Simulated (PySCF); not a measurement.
## Steps of a relaxation of [SmH3(NH3)]−

[SmH3(NH3)]− (singlet in the valence; each metal's 4f electrons, 6 of them, lie in its core potential, out of spins and levels; a saddle point, relaxed within its symmetry). PySCF 2.14.0, RKS PBE0, Sm lcecp-0-SVP with ECP52, H def2-SVP, N def2-SVP; non-relativistic Hamiltonian with scalar-relativistic core potentials where named; density fitting; no spin-orbit coupling. Origin of the start: template. Columns: position (Å) and force (eV/Å). Energies are counted from the last step; some of the 11 steps are shown. Forces carry noise of the integration grid, about 0.01 to 0.03 eV/Å.

Run from Python with OMP_NUM_THREADS=2. Where DIIS fails, smearing, a level shift and second-order steps follow.
It took 42 s on 2 threads of Intel(R) Xeon(R) Platinum 8259CL CPU @ 2.50GHz (Skylake/Cascade Lake) (shared host), from the converged density of the start.

```xyz
8
step 0  E = 0.271 eV
Sm    0.1513   -0.1513    0.1513     0.65   -0.65    0.65
H     1.5355    1.2329    1.5355    -0.18    0.11   -0.18
H    -1.2329   -1.5355    1.5355    -0.11    0.18   -0.18
H     1.5355   -1.5355   -1.2329    -0.18    0.18   -0.11
N    -1.4176    1.4176   -1.4176    -0.23    0.23   -0.23
H    -2.0308    2.0308   -0.8806    -0.01    0.01    0.08
H    -0.8806    2.0308   -2.0308     0.08    0.01   -0.01
H    -2.0308    0.8806   -2.0308    -0.01   -0.08   -0.01
```

```xyz
8
step 3  E = 0.025 eV
Sm    0.2939   -0.2939    0.2939     0.02   -0.02    0.02
H     1.4106    1.5120    1.4106    -0.07   -0.04   -0.07
H    -1.5120   -1.4106    1.4106     0.04    0.07   -0.07
H     1.4106   -1.4106   -1.5120    -0.07    0.07    0.04
N    -1.3326    1.3326   -1.3326     0.07   -0.07    0.07
H    -1.9344    1.9344   -0.7722     0.01   -0.01    0.00
H    -0.7722    1.9344   -1.9344     0.00   -0.01    0.01
H    -1.9344    0.7722   -1.9344     0.01    0.00    0.01
```

```xyz
8
step 7  E = 0.003 eV
Sm    0.3236   -0.3236    0.3236    -0.07    0.07   -0.07
H     1.3177    1.5799    1.3177     0.02    0.02    0.02
H    -1.5799   -1.3177    1.3177    -0.02   -0.02    0.02
H     1.3177   -1.3177   -1.5799     0.02   -0.02   -0.02
N    -1.2764    1.2764   -1.2764     0.00    0.00    0.00
H    -1.8786    1.8786   -0.7164     0.02   -0.02    0.01
H    -0.7164    1.8786   -1.8786     0.01   -0.02    0.02
H    -1.8786    0.7164   -1.8786     0.02   -0.01    0.02
```

Problem. Where does the relaxation end?

Solution. It converges at step 10 in C3v:
```xyz
8
step 10  E = 0
Sm    0.3115   -0.3115    0.3115
H     1.3023    1.6059    1.3023
H    -1.6059   -1.3023    1.3023
H     1.3023   -1.3023   -1.6059
N    -1.2625    1.2625   -1.2625
H    -1.8611    1.8611   -0.6960
H    -0.6960    1.8611   -1.8611
H    -1.8611    0.6960   -1.8611
```

Problem. How did the contacts change?

Solution. 
```json
{"contact": "Sm1–H2 (H)", "start (Å)": "2.398", "end (Å)": "2.375"}
{"contact": "Sm1–H3 (H)", "start (Å)": "2.398", "end (Å)": "2.375"}
{"contact": "Sm1–H4 (H)", "start (Å)": "2.398", "end (Å)": "2.375"}
{"contact": "Sm1–N5 (NH3)", "start (Å)": "2.717", "end (Å)": "2.726"}
```


An lcecp potential fixes the number of 4f electrons, so in runs with it no electron can move into or out of that shell.
